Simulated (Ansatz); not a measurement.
Spin gap between two states, R1 and P1; the higher of the two is an excited state, each structure at its B3LYP-D3(BJ)/def2-TZVP stationary point, reached from a drawn start (curvature not checked).
R1, C6H4 (SMILES [c]1cc[c]cc1) (charge 0, multiplicity 1):
```xyz
10

C      0.00000     1.35065     0.00000
C      1.18968     0.73870     0.00000
C      1.18968    -0.73870     0.00000
C      0.00000    -1.35065     0.00000
C     -1.18968    -0.73870     0.00000
C     -1.18968     0.73870     0.00000
H      2.17007     1.19215     0.00000
H      2.17007    -1.19215     0.00000
H     -2.17007    -1.19215     0.00000
H     -2.17007     1.19215     0.00000
```
P1, C6H4 (SMILES [c]1cc[c]cc1) (charge 0, multiplicity 3, Z-matrix in Å and degrees):
```
C
C 1 1.3731
C 1 1.3731 2 126.99
H 2 1.0833 1 122.42 3 180.00
H 3 1.0833 1 122.42 2 180.00
C 2 1.4039 4 121.08 1 180.00
C 6 1.3731 2 116.50 4 180.00
C 7 1.3731 6 126.99 2 0.00
H 6 1.0833 7 122.42 8 180.00
H 8 1.0833 7 122.42 6 180.00
```

P less R. No zero-point or thermal terms; singlets are restricted closed shells; open shells are unrestricted.

Frozen-core correlation throughout.

Programs: Ansatz (Gaussian basis) for Hartree–Fock, density functionals and correlated methods. No computed number here is a measurement.

Total energies in hartree:

| structure | PBE/def2-TZVPP | r2SCAN/def2-TZVPP | CCSD(T)/cc-pVTZ |
|---|---|---|---|
| R1 | -230.650712 | -230.806964 | -230.428159 |
| P1 | -230.653642 | -230.827583 | -230.425138 |

Task: Work out the spin gap at each level in kcal/mol (1 hartree = 627.50947 kcal/mol), and say how far PBE/def2-TZVPP lies from CCSD(T)/cc-pVTZ.

Result: 
- PBE/def2-TZVPP: (-230.653642) − (-230.650712) = -0.002930 hartree = -1.84 kcal/mol
- r2SCAN/def2-TZVPP: (-230.827583) − (-230.806964) = -0.020619 hartree = -12.94 kcal/mol
- CCSD(T)/cc-pVTZ: (-230.425138) − (-230.428159) = 0.003021 hartree = 1.90 kcal/mol
PBE/def2-TZVPP less CCSD(T)/cc-pVTZ: -3.74 kcal/mol, and the two differ in sign. CCSD(T)/cc-pVTZ is the level counted from, the highest shown, and no exact or measured value.

Doubts at one or more of the structures used: other coupled-cluster roots may lie near (CCSD(T)/cc-pVTZ); a spin-contaminated determinant (CCSD(T)/cc-pVTZ).

Ansatz is a quantum-chemistry and plane-wave program.
